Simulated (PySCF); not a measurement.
Compounds:

A. `CC1=C[Si@H](N([SiH3])[SiH3])C=C1`
B. SMILES [SiH3]O[SiH2]c1ccccc1
C. `InChI=1S/C2H11NOSi4/c1-2(4)3-8-6-5-7-8/h8H,5-7H2,1H3,(H,3,4)`

Spectrum 1. ¹³C{¹H} NMR (computed): δ 166.3 (C), 158.1 (CH), 137.5 (CH), 127.2 (CH), 24.9 (CH3).

Spectrum 2. ¹³C{¹H} NMR (computed): δ 180.6 (C), 24.4 (CH3).

Spectrum 3. ¹³C{¹H} NMR (computed): δ 140.4 (C), 138.2 (CH), 135.5 (CH), 133.2 (CH).

[PySCF: σ from GIAO-PBE0/pcSseg-1; geometry from GFN2-xTB; non-relativistic; isolated molecule; one computed conformer; rapidly exchanging positions averaged]

Shifts are taken against calculated references (same method and geometry level): ¹³C against TMS. Acid and N–H amide carbonyl carbons lie up to 10 ppm further downfield in solution (hydrogen bonding). Shifts are as computed. Against solution values, carbons near 30 ppm lie about +3 ppm off and those near 130 ppm about +5 ppm. Of 1211 compounds with measured shifts, 218 miss one by over three times the rms of a fit or turn the order of signals round; such compounds aren't used in these exercises.

Match each spectrum to its structure.

Results:

1–A, 2–C, 3–B.

- Spectrum 1 (A): 5 ¹³C signals; δC 158.1 is an alkene CH; δC 137.5 is an alkene CH.
- Spectrum 2 (C): 2 ¹³C signals; δC 180.6 is an amide carbonyl carbon; δC 24.4 is a methyl carbon α to a carbonyl.
- Spectrum 3 (B): 4 ¹³C signals; δC 138.2 is an aromatic CH; δC 135.5 is an aromatic CH.
